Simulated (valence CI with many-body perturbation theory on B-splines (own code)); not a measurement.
Results of a calculation; reference values are marked as such.
Hyperfine factors and g values of Pb⁴³⁺

Method: relativistic CI+MBPT: three valence electrons over a frozen Dirac-Fock core [Kr], a basis of 7 s, 7 p, 8 d, 6 f, 4 g, 1 h functions for each j, with the one-electron correlation potential Σ1, the two-electron term Σ2, the three-electron term Σ3, Breit, model QED; selected CI, second order for the rest, scaled by the run's own slope (own B-spline code, finite nucleus).

No measured spectrum was set against this ion. As an estimate, large intervals hold to a few tenths of a per cent, small ones and those within an open d or f shell to about a per cent. The list stops below the first excitations out of the core.

A/g_I is the dipole constant over the nuclear g factor μ/I (μ in nuclear magnetons, uniformly magnetised nucleus), B/Q the quadrupole constant per barn. Both hold the static response of the core; the bare values leave it out. Large factors of s and p1/2 electrons are usually good to 5 to 10 %; those of open d and f shells near neutrality can be off by tens of per cent, and small factors of p3/2, d and f electrons come from cancelling terms and can be off by a factor of two or in sign, in half-filled shells by more. B is blank for J = 1/2, where it vanishes, and for nearly pure S terms. Energies count from the lowest level.

Levels are named by their leading jj configuration (3d3/2^4 stands for four electrons in 3d with j = 3/2), which in mixed levels can hold well under half, so a name can repeat and another be missing. Letters in brackets count levels of one name in rising energy.

```csv
Level,E (eV),g,A/g_I (MHz),A/g_I bare,B/Q (MHz/b),B/Q bare
(4d3/2^3) J=3/2,0.00,0.723,42400,41100,-27400,-26500
(4d3/2^2 4d5/2) J=5/2 [a],28.18,1.057,23600,23500,-14500,-14100
(4d3/2^2 4d5/2) J=3/2,30.79,1.177,18600,18800,-5110,-4940
(4d3/2^2 4d5/2) J=7/2,32.90,1.042,25800,25600,11300,10800
(4d3/2^2 4d5/2) J=9/2,33.03,1.037,26700,26500,31000,29900
(4d3/2^2 4d5/2) J=1/2,33.23,1.819,-20600,-18100,,
(4d3/2^2 4d5/2) J=5/2 [b],43.33,1.244,15100,15600,46700,45000
(4d3/2 4d5/2^2) J=7/2 [a],60.44,1.123,18800,18800,-3650,-3560
(4d3/2 4d5/2^2) J=9/2,62.69,1.135,19800,19900,8130,7740
(4d3/2 4d5/2^2) J=3/2 [a],64.58,1.114,22400,22500,-27000,-26100
(4d3/2 4d5/2^2) J=1/2,65.93,1.507,-9370,-7920,,
(4d3/2 4d5/2^2) J=5/2 [a],66.41,1.299,5890,6590,32900,31800
(4d3/2 4d5/2^2) J=11/2,67.04,1.085,22600,22500,57400,55400
(4d3/2 4d5/2^2) J=5/2 [b],70.43,1.092,24200,24100,-11900,-11500
(4d3/2 4d5/2^2) J=7/2 [b],70.77,1.088,23400,23300,11600,11200
(4d3/2 4d5/2^2) J=3/2 [b],79.46,0.883,38000,37200,36700,35500
(4d5/2^3) J=9/2,94.81,1.165,16000,16200,3980,3850
(4d5/2^3) J=3/2,100.63,1.140,16900,17000,2350,2250
(4d5/2^3) J=5/2,105.27,1.168,16000,16200,3720,3600
```

(1) Take the isotope of mass number 207, with I = 1/2, μ = 0.5906 μN. What is the hyperfine structure of (4d3/2^2 4d5/2) J=1/2?

Answers

(1) From the table A = -24400 MHz. Shifts from the centre of gravity in MHz: F = 0: 18300, F = 1: -6100.
